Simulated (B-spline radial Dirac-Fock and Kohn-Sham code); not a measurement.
# Lu 4f7/2: cross section and angular parameters

System: the Lu atom, configuration [Xe] 4f14 5d1 6s2; threshold 16.42 eV (orbital energy of the model). Level of theory: Dirac-Hartree-Slater photoionisation with a Latter tail; cross sections with all multipoles, angular parameters from the dipole term and its interference with E2; a B-spline atomic structure program.

| hν (eV) | σ (kb) | β | γ | δ |
| --- | --- | --- | --- | --- |
| 60.4 | 2360 | 0.698 | 0.006 | 0.009 |
| 63.3 | 2520 | 0.646 | 0.006 | 0.009 |
| 80 | ? | ? | ? | ? |
| 100 | 3920 | 0.358 | 0.004 | 0.013 |
| 149 | 4190 | 0.330 | 0.005 | 0.018 |
| 150 | 4190 | 0.331 | 0.005 | 0.018 |
| 163 | 4110 | 0.343 | 0.006 | 0.019 |
| 190 | 3850 | 0.378 | 0.007 | 0.021 |
| 294 | 2600 | 0.543 | 0.013 | 0.027 |
| 304 | 2490 | 0.558 | 0.014 | 0.027 |
| 356 | 1980 | 0.632 | 0.019 | 0.030 |
| 368 | 1870 | 0.648 | 0.020 | 0.031 |
| 600 | 687 | 0.868 | 0.056 | 0.045 |
| 842 | 283 | 0.982 | 0.118 | 0.059 |
| 992 | 177 | 1.019 | 0.166 | 0.068 |
| 1340 | 69.5 | 1.055 | 0.285 | 0.087 |
| 1570 | 41.3 | 1.057 | 0.365 | 0.100 |
| 1700 | 31.6 | 1.054 | 0.408 | 0.107 |
| 1990 | 18.3 | 1.039 | 0.501 | 0.122 |
| 2000 | 18.0 | 1.038 | 0.504 | 0.122 |
| 2380 | 9.66 | 1.011 | 0.613 | 0.142 |
| 2950 | 4.37 | 0.964 | 0.753 | 0.171 |
| 4000 | 1.36 | 0.882 | 0.954 | 0.224 |
| 4450 | 0.889 | 0.850 | 1.024 | 0.246 |
| 4930 | 0.589 | 0.819 | 1.089 | 0.270 |
| 6000 | 0.264 | 0.759 | 1.212 | 0.322 |
| 6770 | 0.159 | 0.723 | 1.284 | 0.358 |
| 7950 | 0.0805 | 0.675 | 1.377 | 0.411 |
| 9251.7 | 0.0418 | 0.631 | 1.461 | 0.468 |

Problem. Give the values at 80 eV.

Solution. σ = 3310 kb, β = 0.456, γ = 0.005, δ = 0.011.

Values without a named source are computed, but for edge energies of neutral atoms, which are taken from tables.
